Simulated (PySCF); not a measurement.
## Magnetisability: `C[S][GeH2][CH](F)F`, C2H6F2GeS

Molfile (atoms numbered from 1):
```
C2H6F2GeS
     RDKit          3D

 12 11  0  0  0  0  0  0  0  0999 V2000
    2.5208   -0.0667    0.0792 C   0  0  0  0  0  0  0  0  0  0  0  0
    0.9623   -0.3629   -0.8295 S   0  0  0  0  0  0  0  0  0  0  0  0
   -0.4969    0.1833    0.7322 Ge  0  0  0  0  0  4  0  0  0  0  0  0
   -2.3321   -0.1236   -0.0328 C   0  0  0  0  0  0  0  0  0  0  0  0
   -2.8842   -1.2066    0.5729 F   0  0  0  0  0  0  0  0  0  0  0  0
   -3.1261    0.9361    0.2714 F   0  0  0  0  0  0  0  0  0  0  0  0
    2.5631   -0.7015    0.9587 H   0  0  0  0  0  0  0  0  0  0  0  0
    3.3217   -0.3263   -0.6046 H   0  0  0  0  0  0  0  0  0  0  0  0
    2.5949    0.9800    0.3570 H   0  0  0  0  0  0  0  0  0  0  0  0
   -0.3495   -0.6663    1.9754 H   0  0  0  0  0  0  0  0  0  0  0  0
   -0.3789    1.6363    1.1408 H   0  0  0  0  0  0  0  0  0  0  0  0
   -2.3938   -0.2826   -1.1171 H   0  0  0  0  0  0  0  0  0  0  0  0
  1  2  1  0
  2  3  1  0
  3  4  1  0
  4  5  1  0
  4  6  1  0
  1  7  1  0
  1  8  1  0
  1  9  1  0
  3 10  1  0
  3 11  1  0
  4 12  1  0
M  END
```

Method: GIAO HF/pcSseg-1 magnetisability, rotational g tensor and spin-rotation constants, non-relativistic, gas phase in PySCF. Geometry: GFN2-xTB.

The calculation is non-relativistic, which matters for the atoms heavier than Zn.

Q: What are the magnetisability and the molar susceptibility?

A: Isotropic -1361 × 10⁻³⁰ J/T², or -82.0 × 10⁻⁶ cm³/mol; principal values -1437, -1347, -1300 × 10⁻³⁰ J/T², anisotropy 120 × 10⁻³⁰ J/T² (root of half the summed squared differences of the principal values). The susceptibility is in cgs units.

Q: Split it along the inertial axes a, b, c into diamagnetic and paramagnetic parts about the centre of mass, with the quadrupole moment.

A: 
```csv
axis,χ (10⁻⁶ cm³/mol),diamagnetic (10⁻⁶ cm³/mol),paramagnetic (10⁻⁶ cm³/mol),summed x² of all electrons (Å²),quadrupole Θ (D Å)
a,-84.4,-352.5,268.1,275.5,+0.39
b,-81.0,-1320.2,1239.2,47.4,+0.68
c,-80.5,-1369.8,1289.3,35.7,-1.07
```
Anisotropies 2χaa − χbb − χcc = -7.3 and 2χbb − χaa − χcc = +2.9 × 10⁻⁶ cm³/mol. Θ is traceless in Buckingham's convention.

Q: And the rotational g tensor?

A: 
| axis | rotational constant (GHz) | g | nuclear part | electronic part |
| --- | --- | --- | --- | --- |
| a | 4.5511 | -0.0345 | 0.5387 | -0.5732 |
| b | 0.9289 | -0.0086 | 0.5322 | -0.5407 |
| c | 0.8902 | -0.0080 | 0.5312 | -0.5392 |

Asymmetric top; isotopes 12C, 19F, 74Ge, 1H, 32S; no vibrational averaging.
